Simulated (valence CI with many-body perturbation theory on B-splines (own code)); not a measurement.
Values are calculated unless marked as measured or tabulated.
# Ag40+: magnetic and hyperfine properties of the levels

Method: relativistic CI+MBPT: five valence electrons over a frozen Dirac-Fock core [He], a basis of 11 s, 11 p, 10 d, 8 f, 5 g, 2 h functions for each j, with the one-electron correlation potential Σ1 (screened to all orders), the two-electron term Σ2, the three-electron term Σ3, Breit, model QED; selected single and double excitations, second order for the rest, scaled by the run's own slope (own B-spline code, finite nucleus).

The last digits are not significant, and no measured levels were compared; by estimate large intervals hold to a few tenths of a per cent, small ones and those within an open d or f shell to about a per cent. Among the levels kept, up to 7100 cm⁻¹ of a level comes from second order outside the variational space, and about a tenth of that is noise between levels of different J, which matters for small intervals.

A/g_I is the dipole constant over the nuclear g factor μ/I (μ in nuclear magnetons, uniformly magnetised nucleus), B/Q the quadrupole constant per barn. Both hold the static response of the core; the bare values leave it out. Large factors of s and p1/2 electrons are usually good to 5 to 10 %; those of open d and f shells near neutrality can be off by tens of per cent, and small factors of p3/2, d and f electrons come from cancelling terms and can be off by a factor of two or in sign, in half-filled shells by more. B is blank for J = 1/2, where it vanishes, and for nearly pure S terms. Energies count from the lowest level.

Levels are named by their leading jj configuration (3d3/2^4 stands for four electrons in 3d with j = 3/2), which in mixed levels can hold well under half, so a name can repeat and another be missing. Letters in brackets count levels of one name in rising energy.

| Level | E (Ry) | g | A/g_I (MHz) | A/g_I bare | B/Q (MHz/b) | B/Q bare |
| --- | --- | --- | --- | --- | --- | --- |
| (2s^2 2p1/2^2 2p3/2) J=3/2 | 0.00 | 1.395 | 175000 | 182000 | 316000 | 317000 |
| (2s^2 2p1/2 2p3/2^2) J=3/2 | 12.37 | 1.428 | 38.2 | 8300 | 71100 | 71200 |
| (2s^2 2p1/2 2p3/2^2) J=5/2 | 13.68 | 1.186 | 388000 | 391000 | -1690 | -1690 |
| (2s^2 2p1/2 2p3/2^2) J=1/2 | 15.52 | 0.648 | 1180000 | 1170000 |  |  |
| (2s 2p1/2^2 2p3/2^2) J=5/2 | 25.62 | 1.502 | 877000 | 874000 | 141000 | 142000 |
| (2s^2 2p3/2^3) J=3/2 | 27.96 | 1.273 | 199000 | 204000 | -389000 | -390000 |
| (2s 2p1/2^2 2p3/2^2) J=1/2 | 29.73 | 2.179 | 3480000 | 3430000 |  |  |
| (2s 2p1/2^2 2p3/2^2) J=3/2 | 29.83 | 1.242 | -424000 | -404000 | -140000 | -140000 |
| (2s 2p1/2 2p3/2^3) J=3/2 [a] | 39.42 | 1.495 | 795000 | 790000 | -279000 | -279000 |
| (2s 2p1/2 2p3/2^3) J=5/2 | 41.45 | 1.271 | 1090000 | 1080000 | -501000 | -503000 |
| (2s 2p1/2 2p3/2^3) J=1/2 | 43.55 | 1.466 | -946000 | -914000 |  |  |
| (2s 2p1/2 2p3/2^3) J=3/2 [b] | 44.42 | 1.090 | 82800 | 93700 | -14400 | -14500 |
| (2s 2p3/2^4) J=1/2 | 57.25 | 1.649 | 3510000 | 3460000 |  |  |
| (2p1/2^2 2p3/2^3) J=3/2 | 59.10 | 1.321 | 178000 | 189000 | -355000 | -356000 |
| (2p1/2 2p3/2^4) J=1/2 | 72.75 | 0.648 | 1180000 | 1170000 |  |  |
| (2s^2 2p1/2^2 3s) J=1/2 | 249.41 | 2.036 | 1020000 | 1010000 |  |  |
| (2s^2 2p1/2^2 3p1/2) J=1/2 | 253.42 | 0.661 | 332000 | 329000 |  |  |
| (2s^2 2p1/2^2 3p3/2) J=3/2 | 257.89 | 1.336 | 53700 | 55700 | 89700 | 89800 |
| (2s^2 2p1/2^2 3d3/2) J=3/2 | 261.91 | 0.925 | 67000 | 67400 | 44300 | 44600 |
| (2s^2 2p1/2 2p3/2 3s) J=3/2 [a] | 262.10 | 1.531 | 236000 | 239000 | 199000 | 199000 |
| (2s^2 2p1/2 2p3/2 3s) J=1/2 | 262.52 | 1.291 | -410000 | -393000 |  |  |
| (2s^2 2p1/2 2p3/2 3s) J=5/2 | 263.02 | 1.323 | 449000 | 449000 | 230000 | 230000 |
| (2s^2 2p1/2 2p3/2 3s) J=3/2 [b] | 263.45 | 0.998 | 356000 | 361000 | 176000 | 176000 |
| (2s^2 2p1/2^2 3d5/2) J=5/2 | 263.70 | 1.225 | 117000 | 117000 | 49900 | 50200 |
| (2s^2 2p1/2 2p3/2 3p1/2) J=1/2 | 266.05 | 1.700 | -182000 | -169000 |  |  |
| (2s^2 2p1/2 2p3/2 3p1/2) J=3/2 [a] | 266.43 | 1.147 | 262000 | 265000 | 54800 | 55000 |
| (2s^2 2p1/2 2p3/2 3p1/2) J=5/2 | 267.20 | 1.098 | 417000 | 419000 | 271000 | 271000 |
| (2s^2 2p1/2 2p3/2 3p1/2) J=3/2 [b] | 268.65 | 1.371 | 273000 | 279000 | 310000 | 310000 |
| (2s^2 2p1/2 2p3/2 3p3/2) J=5/2 [a] | 270.00 | 1.429 | 22800 | 27900 | 381000 | 382000 |
| (2s^2 2p1/2 2p3/2 3p3/2) J=1/2 [a] | 270.33 | 1.681 | -277000 | -268000 |  |  |
| (2s^2 2p1/2 2p3/2 3p3/2) J=3/2 [a] | 270.71 | 1.192 | 343000 | 343000 | -221000 | -222000 |
| (2s^2 2p1/2 2p3/2 3p3/2) J=7/2 | 271.16 | 1.250 | 272000 | 274000 | 375000 | 376000 |
| (2s^2 2p1/2 2p3/2 3p3/2) J=3/2 [b] | 271.54 | 1.378 | 116000 | 121000 | 68900 | 69100 |
| (2s^2 2p1/2 2p3/2 3p3/2) J=5/2 [b] | 272.19 | 1.208 | 383000 | 384000 | 26900 | 26900 |
| (2s^2 2p1/2 2p3/2 3p3/2) J=1/2 [b] | 273.05 | 0.675 | 1160000 | 1150000 |  |  |
| (2s 2p1/2^2 2p3/2 3s) J=5/2 | 273.55 | 1.681 | 933000 | 929000 | 272000 | 273000 |
| (2s^2 2p1/2 2p3/2 3d3/2) J=3/2 [a] | 274.66 | 0.936 | 75600 | 77300 | -175000 | -176000 |
| (2s^2 2p1/2 2p3/2 3d3/2) J=5/2 [a] | 274.80 | 0.978 | 188000 | 190000 | -43100 | -43100 |
| (2s 2p1/2^2 2p3/2 3s) J=3/2 [a] | 274.80 | 1.559 | 1060000 | 1060000 | 183000 | 183000 |
| (2s^2 2p1/2 2p3/2 3d3/2) J=1/2 [a] | 274.88 | 0.227 | 261000 | 252000 |  |  |

(1) Take the isotope of mass number 107, with I = 1/2, μ = -0.11352 μN. What is the hyperfine structure of (2s 2p1/2^2 2p3/2^2) J=5/2?

## Answers

(1) From the table A = -199000 MHz. Shifts from the centre of gravity in MHz: F = 2: 348000, F = 3: -249000.
